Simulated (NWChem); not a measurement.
System: Si₃H₆, singlet; SMILES [SiH3][Si][SiH3]

The following NWChem deck was run.

```
start job
memory heap 200 mb stack 900 mb global 1100 mb
geometry units angstroms noautosym nocenter noautoz
  Si    -0.000001     0.000002     1.304911
  Si    -1.677076     0.136875    -0.380708
  H     -1.934473    -1.327214    -0.625895
  H     -1.279712     0.755928    -1.686823
  H     -2.960430     0.757238     0.074203
  Si     1.677076    -0.136873    -0.380706
  H      1.934473     1.327215    -0.625896
  H      1.279712    -0.755928    -1.686821
  H      2.960429    -0.757236     0.074205
end
basis spherical
  Si library pcsseg-1
  H library pcsseg-1
end
dft
  xc bhlyp
  iterations 150
end
property
  shielding 5 1 2 3 4 5
  efieldgrad
end
task dft property
```

Output (shortened):

```
             Northwest Computational Chemistry Package (NWChem) 7.3.0
             --------------------------------------------------------

                             Geometry "geometry" -> ""
                             -------------------------

 Output coordinates in angstroms (scale by  1.889725989 to convert to a.u.)

  No.       Tag          Charge          X              Y              Z
 ---- ---------------- ---------- -------------- -------------- --------------
    1 Si                  14.0000    -0.00000100     0.00000200     1.30491100
    2 Si                  14.0000    -1.67707600     0.13687500    -0.38070800
    3 H                    1.0000    -1.93447300    -1.32721400    -0.62589500
    4 H                    1.0000    -1.27971200     0.75592800    -1.68682300
    5 H                    1.0000    -2.96043000     0.75723800     0.07420300
    6 Si                  14.0000     1.67707600    -0.13687300    -0.38070600
    7 H                    1.0000     1.93447300     1.32721500    -0.62589600
    8 H                    1.0000     1.27971200    -0.75592800    -1.68682100
    9 H                    1.0000     2.96042900    -0.75723600     0.07420500

 Effective nuclear repulsion energy (a.u.)     175.2006556354

                              NWChem Property Module
                              ----------------------

  itol2e modified to match energy
  convergence criterion.

                                 NWChem DFT Module
                                 -----------------

 Summary of "ao basis" -> "ao basis" (spherical)
 ------------------------------------------------------------------------------
       Tag                 Description            Shells   Functions and Types
 ---------------- ------------------------------  ------  ---------------------
 Si                         pcsseg-1                10       24   4s5p1d
 H                          pcsseg-1                 3        5   2s1p

  itol2e modified to match energy
  convergence criterion.

[...]

          -----------------------------------------
          Chemical Shielding Tensors (GIAO, in ppm)
          -----------------------------------------

                                NWChem CPHF Module
                                ------------------

  scftype          =     RHF
  nclosed          =       24
  nopen            =        0
  variables        =     1872
  # of vectors     =        3
  tolerance        = 0.10D-03
  level shift      = 0.00D+00
  max iterations   =       50
  max subspace     =       30

 SCF residual:    3.2394100179088652E-005

Iterative solution of linear equations
  No. of variables     1872
  No. of equations        3
  Maximum subspace       30
        Iterations       50
       Convergence  1.0D-04

   iter   nsub   residual    time
   ----  ------  --------  ---------
     1      3    2.37D+00      51.3
     2      6    5.48D-01      56.3
     3      9    4.61D-02      62.3
     4     12    2.35D-03      68.3
     5     15    2.34D-04      73.9
     6     18    1.91D-05      79.8

      Atom:    1  Si
        Diamagnetic
    876.2397      0.3930     -0.0000
      0.3930    875.6517      0.0000
     -0.0000      0.0000    874.5709

        Paramagnetic
  -3556.0298    576.9581     -0.0016
    576.9581   -332.2211     -0.0001
     -0.0016     -0.0001  -1722.4127

        Total Shielding Tensor
  -2679.7901    577.3511     -0.0016
    577.3511    543.4306     -0.0001
     -0.0016     -0.0001   -847.8418

           isotropic =    -994.7338
          anisotropy =   -2678.0281

          Principal Components and Axis System
                 1           2           3
            -2780.0858   -847.8418    643.7263

      1         0.9852     -0.0000      0.1712
      2        -0.1712      0.0000      0.9852
      3         0.0000      1.0000     -0.0000

      Atom:    2  Si
        Diamagnetic
    882.5249     -0.0586      1.8716
     -0.0586    878.0623      0.0610
      1.8716      0.0610    879.2782

        Paramagnetic
   -440.6128     -5.4858     31.0266
     -5.4858   -481.1010      2.7375
     31.0266      2.7375   -447.8827

        Total Shielding Tensor
    441.9121     -5.5444     32.8982
     -5.5444    396.9613      2.7985
     32.8982      2.7985    431.3955

           isotropic =     423.4230
          anisotropy =      69.9392

          Principal Components and Axis System
                 1           2           3
              470.0491    406.6812    393.5386

      1         0.7623     -0.5458      0.3479
      2        -0.0331      0.5040      0.8630
      3         0.6464      0.6694     -0.3662

      Atom:    3  H
        Diamagnetic
     26.7789      3.3117      1.3591
      3.3117     35.3154      2.6765
      1.3591      2.6765     24.7353

        Paramagnetic
     -0.5292     -2.4563     -3.5386
     -2.4563     -4.2828     -1.0813
     -3.5386     -1.0813      0.9855

        Total Shielding Tensor
     26.2497      0.8554     -2.1794
      0.8554     31.0326      1.5951
     -2.1794      1.5951     25.7208

           isotropic =      27.6677
          anisotropy =       5.7308

          Principal Components and Axis System
                 1           2           3
               31.4882     28.1324     23.3825

      1         0.0554      0.7736      0.6313
      2         0.9675      0.1147     -0.2253
      3         0.2467     -0.6233      0.7421

      Atom:    4  H
        Diamagnetic
     26.9043      0.3811     -0.9903
      0.3811     25.2165     -4.9585
     -0.9903     -4.9585     34.1401

[...]
```

Level: BHandHLYP/pcSseg-1, GIAO. Low-valent species are run as closed-shell singlets; no triplet was tried in these runs. The geometry was optimised at PBE0/def2-SVP. NWChem prints the field gradient with the sign opposite to the second derivative of the potential. The printed shielding anisotropy is the first printed principal value minus the mean of the other two.
